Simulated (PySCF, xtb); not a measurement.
C5H4O2, SMILES C=C=C1OCC1=O.

Harmonic wavenumbers (cm⁻¹) from GFN2-xTB in xtb at its own minimum, in rising order: 123, 134, 239, 307, 392, 519, 545, 586, 657, 785, 865, 906, 941, 972, 1039, 1080, 1121, 1199, 1304, 1412, 1450, 1850, 2055, 2968, 2978, 3067, 3073.

### Question
What does PBE0-D3(BJ)/def2-SVP run with PySCF give at its own minimum? (An estimate is asked for; the answer gives what the named calculation found.)

### Answer
135, 138, 247, 342, 394, 578, 581, 619, 672, 788, 917, 985, 991, 1006, 1050, 1144, 1172, 1283, 1326, 1448, 1497, 1964, 2094, 3081, 3132, 3155, 3222. Paired by order, the mean absolute difference is 52 cm⁻¹ and the zero-point energies are 46.6 and 48.6 kcal/mol.
